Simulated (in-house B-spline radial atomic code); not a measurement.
Orbital energies and mean radii along the 21-electron series, configuration [Ar] 3d3. The effective charge is n√(-2ε), a non-relativistic measure. Computed with an all-electron radial atomic-structure program (B-spline basis): Dirac-Hartree-Fock, average of the configuration, finite nuclei.

```tsv
ion	Z	energy of 3p3/2 (Eh)	mean radius of 3p3/2 (bohr)	energy of 2s1/2 (Eh)	mean radius of 2s1/2 (bohr)	energy of 2p1/2 (Eh)	mean radius of 2p1/2 (bohr)	effective charge of 3p3/2
Mo21+	42	-39.89	0.39361	-136.26	0.15208	-127.46	0.12986	26.796
Tc22+	43	-42.994	0.38128	-144.94	0.14797	-135.85	0.1262	27.819
Ru23+	44	-46.212	0.36968	-153.91	0.14406	-144.54	0.12273	28.841
Rh24+	45	-49.545	0.35877	-163.17	0.14032	-153.52	0.11942	29.863
Pd25+	46	-52.992	0.34847	-172.74	0.13676	-162.8	0.11627	30.884
```

**Question.** How does the screening of 3p3/2 change?

**Answer.** Z less the effective charge goes from 15.20 at Z = 42 to 15.12 at Z = 46.
